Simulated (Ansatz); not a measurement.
PBE exchange is replaced step by step with exact exchange (0 % is PBE, 25 % PBE0; no dispersion term), basis def2-TZVP, Ansatz. System: Al3Cl. Charge 0, multiplicity 1. Geometry: PBE-D4/def2-TZVP.

Geometry of the singlet:

```csv
atom,x (Å),y (Å),z (Å)
Al1,-0.197,-0.301,0.478
Al2,-0.092,0.104,-2.050
Al3,1.185,1.565,-0.604
Cl4,-0.895,-1.367,2.176
```

At PBE-D4/def2-TZVP, PBE0-D4/def2-TZVP the restricted singlet is unstable: a solution with broken spin symmetry lies lower. The restricted singlet is unstable towards broken spin symmetry at other levels; at PBE with 5 % exact exchange/def2-TZVP, PBE with 10 % exact exchange/def2-TZVP, PBE with 15 % exact exchange/def2-TZVP, PBE with 35 % exact exchange/def2-TZVP and others this wasn't settled. The geometry of the singlet was relaxed on an unsound state (restricted singlet, unstable towards broken spin symmetry). The order of the spin states hangs on the level: the triplet lies 0.07 eV below the singlet at PBE0-D4/def2-TZVP, but 0.01 eV above it at PBE-D4/def2-TZVP. The singlet is doubtful at PBE0-D4/def2-TZVP (restricted singlet, unstable towards broken spin symmetry). The singlet is doubtful at PBE-D4/def2-TZVP (restricted singlet, unstable towards broken spin symmetry). The structure comes from a short search, and lower isomers may exist.

| exact exchange (%) | HOMO (eV) | LUMO (eV) | gap (eV) |
| --- | --- | --- | --- |
| 0 | -4.34 | -3.98 | 0.36 |
| 5 | -4.48 | -3.86 | 0.63 |
| 10 | -4.62 | -3.73 | 0.90 |
| 15 | -4.76 | -3.60 | 1.16 |
| 25 | -5.05 | -3.34 | 1.70 |
| 35 | -5.33 | -3.09 | 2.24 |
| 50 | -5.76 | -2.70 | 3.06 |
